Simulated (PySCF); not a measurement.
Structure from NMR data

The spectra below were simulated for a compound CH₁₃NOSi₅.

$^{1}$H NMR (400 MHz, computed): δ 5.72 (m, 1H), 5.45 (m, 1H), 5.27 (m, 1H), 5.17 (s, 3H), 4.98 (m, 1H), 4.86 (s, 3H), 0.38 (d, 3H).

$^{13}$C{$^{1}$H} NMR (computed): δ -7.4 (CH3).

How the numbers were obtained: NMR shieldings at PBE0/pcSseg-1/GIAO, GFN2-xTB structure, in PySCF 2.14 (one computed conformer, rapidly exchanging positions averaged, relativity neglected, isolated molecule).

δ = σ(ref) − σ, references computed at the same level: $^{1}$H (σref 31.72), $^{13}$C (σref 186.93) against TMS.

Deduce the structure.

Answers


- Rings plus π bonds: 1 (1 ring in the answer).
- Carbon types of the structure: 1 × CH3, leaving 10 H on heteroatoms.
- δC -7.4: methyl carbon bonded to Si; an electropositive neighbour leaves it electron-rich and shielded.
- δH 5.72: hydrogen on a silicon bonded to N, O, Si, in a 4-membered ring.
- δH 5.45, 5.27: hydrogen on a silicon bonded to N, Si, in a 4-membered ring.
- δH 5.17: hydrogen on a silicon bonded to O.
- δH 4.98: hydrogen on a silicon bonded to C, 2 Si, in a 4-membered ring.
- δH 4.86: hydrogen on a silicon bonded to N.
- δH 0.38: hydrogen on a methyl carbon bonded to Si; an electropositive neighbour shields it, as in TMS itself.

The compound is SMILES O([Si@H]1[Si@H](C)[SiH2]N1[SiH3])[SiH3].

This is the structure that produced the data.

Shifts are as computed. Against solution values, carbons near 30 ppm lie about +3 ppm off and those near 130 ppm about +5 ppm. Of 1309 compounds with measured shifts, 239 miss one by over three times the rms of a fit or turn the order of signals round; such compounds aren't used in these exercises. Multiplicities follow the n + 1 count of equivalent neighbours, as no J values were calculated; m marks all less simple cases, F and P coupling included.
